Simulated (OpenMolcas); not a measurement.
# Ni3+: moving or changing the point charges

Ni3+ among 4 point charges of -1.5 e arranged as a tetrahedron (Td), 2.03 Å from the ion.
```
   1.1720    1.1720    1.1720  -1.50
   1.1720   -1.1720   -1.1720  -1.50
  -1.1720    1.1720   -1.1720  -1.50
  -1.1720   -1.1720    1.1720  -1.50
```

- Program: OpenMolcas
- Method: CASSCF
- Basis: ANO-RCC-VDZP [5s4p2d1f]
- Scalar Hamiltonian: DKH2, point nucleus
- Active space: 7 electrons in 5 orbitals (3d)
- State averaging: 2S+1 = 4 even, 10 roots; 2S+1 = 2 even, 40 roots
- Spin-orbit coupling: RASSI with atomic mean-field integrals over the reference wave functions

Runs around this geometry, states (labels of Td). Energies in cm-1 above the lowest state or level, χT in cm3 K/mol.

| R (Å) | q (e) | Ground state | First state of that spin | First gap with spin-orbit (degeneracies) | χT at 300 K | First state of another spin |
| --- | --- | --- | --- | --- | --- | --- |
| 2.03 | -0.98 | 4A2 | 4T2 634.2 | 469.8 (4, 4) | 5.031 | 2A1 21982 |
| 1.85 | -1.5 | 4A2 | 4T2 1370 | 1126 (4, 4) | 4.214 | 2E 22579 |
| 2.03 | -1.5 | 4A2 | 4T2 929.2 | 723.1 (4, 4) | 4.666 | 2E 22249 |
| 2.16 | -1.5 | 4A2 | 4T2 711.2 | 534.3 (4, 4) | 4.933 | 2A1 22059 |

Taking the first state of the same spin as R^-n, n = -ln(711.2 / 1370) / ln(2.16 / 1.85) = 4.2 between the shortest and longest distance.

Scaling the charges by -0.98 / -1.5 = 0.65 scales the first state of the same spin by 634.2 / 929.2 = 0.68; with fixed orbitals a first-order splitting would follow the charge.

Without dynamic correlation the repulsion within the d shell is too large (B by tens of per cent), so at a given field states of lower spin stand too high. The ground term spreads over less than 5000 cm-1, several times less than with real ligands, so orbital moments are less quenched and χT lies further from the spin-only value than at real sites. Spin-orbit coupling mixes the spin-free states strongly: the lowest level takes only 58 % from its leading state, 4A2 (figures for R = 2.03, q = -0.98; the like holds for R = 2.03, q = -1.5, R = 2.16, q = -1.5). Point charges carry no covalency, so the field is a model and not that of real ligands. No measured value stands beside these numbers.
